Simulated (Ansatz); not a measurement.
`FB(F)OP` + `[SiH3][O][SbH2]` → `P[O][SbH2]` + `FB(F)O[SiH3]`  (redistribution)

Isolated molecules relaxed with PBE0-D4/def2-TZVP in Ansatz; ΔE leaves out vibrations. CBS: MP2 limit from def2 TZ/QZ plus the TZ coupled-cluster correction, frozen cores. Functionals use def2-TZVPP. def2 core potentials past Kr. For Sb outer-core shells are correlated without core-valence functions, which leaves a few kJ/mol of doubt a bond. Each species was taken in one conformer, which may not be the lowest.

```tsv
level	ΔE (kJ/mol)
PBE-D4	-6.1
BLYP-D4	-5.4
CAM-B3LYP-D4	-4.3
ωB97M-V	-4.2
PBE	-5.9
revPBE	-6.2
LC-ωPBE	-5.0
CCSD/CBS(def2)	-6.9
```

What does CCSD(T)/CBS give? (An estimate is asked.)

Ansatz gave: -7.5 kJ/mol. The listed levels differ from it by 1.4, 2.1, 3.2, 3.3, 1.6, 1.3, 2.5, 0.6 kJ/mol.

Largest T1 diagnostic among the species: 0.015.

Leaving LDA and LC-ωPBE aside and taking each functional with its dispersion term where it has one, the values, not all of them listed here, spread over 2.9 kJ/mol, from revPBE-D4 to B97M-V. At CCSD(T), def2-SVP lies +6.8 kJ/mol from the extrapolated value and def2-TZVPP +2.9 kJ/mol.
